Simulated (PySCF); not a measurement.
# Hg₂⁺ at r²SCAN

Computed with r²SCAN; PySCF, scalar-relativistic core potentials, basis sets Hg def2-SVPD with ECP60.

| Item | Value |
| --- | --- |
| state | ²Σu⁺ (doublet), unpaired electrons σ ↑ |
| bond length | 2.813 Å |
| harmonic wavenumber | 98.3 cm⁻¹ |
| force constant | 0.575 mdyn/Å |
| rotational constant Be | 0.02110 cm⁻¹ |
| anharmonicity ωexe | 0.399 cm⁻¹ |
| vibration–rotation constant αe | 9.42e-05 cm⁻¹ |
| well depth De to Hg⁺ + Hg | 1.75 eV |
| dissociation energy D0 | 1.74 eV |
| bond order (Mayer) | 0.70 |

Spin–orbit coupling is left out. The state is the lowest determinant that a PBE0 search found; another state may lie lower at other levels.
